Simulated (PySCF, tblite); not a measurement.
C6H12OP2.
Atom-mapped SMILES: `[CH2:1]=[CH:2][P:3]1(=[O:4])[CH2:5][CH2:6][PH:7][CH2:8][CH2:9]1` (hydrogens: H10, H11 on C1; H12 on C2; H13, H14 on C5; H15, H16 on C6; H17 on P7; H18, H19 on C8; H20, H21 on C9)

Cartesian coordinates in Å at the PBE0-D3(BJ)/def2-SVP level; atoms count from 1:
```
atom  x, y, z in Å
C1     3.393   -0.143   -0.375
C2     2.191    0.136   -0.885
P3     0.744   -0.109    0.164
O4     1.078   -0.605    1.541
C5    -0.164    1.479    0.170
C6    -1.502    1.315    0.893
P7    -2.667    0.242   -0.099
C8    -1.708   -1.360   -0.025
C9    -0.373   -1.226   -0.759
H10    3.470   -0.509    0.655
H11    4.313   -0.020   -0.954
H12    2.067    0.503   -1.910
H13   -0.300    1.835   -0.866
H14    0.484    2.201    0.692
H15   -1.984    2.296    1.027
H16   -1.321    0.889    1.894
H17   -3.589   -0.047    0.953
H18   -1.520   -1.666    1.016
H19   -2.326   -2.140   -0.499
H20   -0.508   -0.850   -1.788
H21    0.146   -2.197   -0.821
```

Jobs on this species (21 atoms, 86 electrons) with PySCF (density fitting) and tblite. Hardware of each: an Arm Neoverse V2 with one thread, no GPU, shared host. The host was shared with other jobs, so the times are rough.

```json
{"level and settings": "PBE0/pcSseg-1, IEF-PCM methanol", "work": "shieldings, ring-centre shieldings", "basis functions": "227", "SCF cycles": "?", "wall time": "?"}
{"level and settings": "PBE0/pcSseg-1", "work": "shieldings, ring-centre shieldings, charges and field gradients", "basis functions": "227", "SCF cycles": "?", "wall time": "?"}
{"level and settings": "PBE0/pcSseg-1, IEF-PCM dichloromethane", "work": "shieldings, ring-centre shieldings, charges and field gradients", "basis functions": "227", "SCF cycles": "?", "wall time": "?"}
{"level and settings": "GFN2-xTB", "work": "Hessian by finite differences", "basis functions": "–", "SCF cycles": "–", "wall time": "0.84 s"}
{"level and settings": "PBE0/def2-SVPD", "work": "10 singlets by full TDDFT, 4 Tamm–Dancoff triplets, polarisability, ΔSCF ions", "basis functions": "287", "SCF cycles": "14", "wall time": "6.9 min"}
{"level and settings": "WP04/pcSseg-1", "work": "shieldings, ring-centre shieldings", "basis functions": "227", "SCF cycles": "17", "wall time": "39 s"}
{"level and settings": "PBE0-D3(BJ)/def2-SVP, grid level 1", "work": "geometry optimisation from a GFN2-xTB start shaken at random", "basis functions": "194", "SCF cycles": "63", "wall time": "2.9 min"}
```

Problem. Fill in the missing figures.

Solution. 
- PBE0/pcSseg-1, IEF-PCM methanol; shieldings, ring-centre shieldings: 38 s, 14 SCF cycles
- PBE0/pcSseg-1; shieldings, ring-centre shieldings, charges and field gradients: 43 s, 15 SCF cycles
- PBE0/pcSseg-1, IEF-PCM dichloromethane; shieldings, ring-centre shieldings, charges and field gradients: 40 s, 14 SCF cycles

Problem. What do all jobs in the table cost together?

Solution. About 12 min; the longest takes about 55 % of that, and about 490 times as long as the shortest.
